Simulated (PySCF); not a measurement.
## Calculated NMR data

How the numbers were obtained: coordinates at the PBE0-D3(BJ)/def2-SVP level, GIAO PBE0/pcSseg-1 shieldings, in PySCF (equivalent nuclei averaged, non-relativistic Hamiltonian, single conformer, isolated molecule).

Scale: TMS for $^{1}$H (σ = 31.27 ppm) and $^{13}$C (σ = 184.41 ppm) (reference shieldings calculated alike). Where no couplings were computed, multiplicities follow the n + 1 count of equivalent neighbours, and m marks all less simple cases (inequivalent or close neighbours, rings, F or P nearby). Shifts are as computed. Against solution values, carbons near 30 ppm lie about +2 ppm off and those near 130 ppm about +5 ppm. Of 1211 compounds with measured shifts, 218 miss one by over three times the rms of a fit or turn the order of signals round; such compounds aren't used in these exercises.

**1.** `C1=CC=CC=C1CCC`, C₉H₁₂. $^{1}$H NMR (400 MHz, computed): δ 7.42 (m, 2H), 7.33 (m, 1H), 7.28 (m, 2H), 2.51 (t, 2H), 1.48 (m, 2H), 0.73 (t, 3H). $^{13}$C{$^{1}$H} NMR (computed): δ 147.4, 135.1, 133.8, 131.5, 40.3, 28.2, 13.5.

**2.** SMILES C[SiH2]/C=C\[SiH2]N(C)C, C₅H₁₅NSi₂. $^{1}$H NMR (400 MHz, computed): δ 7.45 (m, 1H), 7.10 (m, 1H), 4.76 (d, 2H), 4.30 (m, 2H), 2.43 (s, 6H), 0.20 (t, 3H). $^{13}$C{$^{1}$H} NMR (computed): δ 163.8, 157.3, 39.8, -6.6.
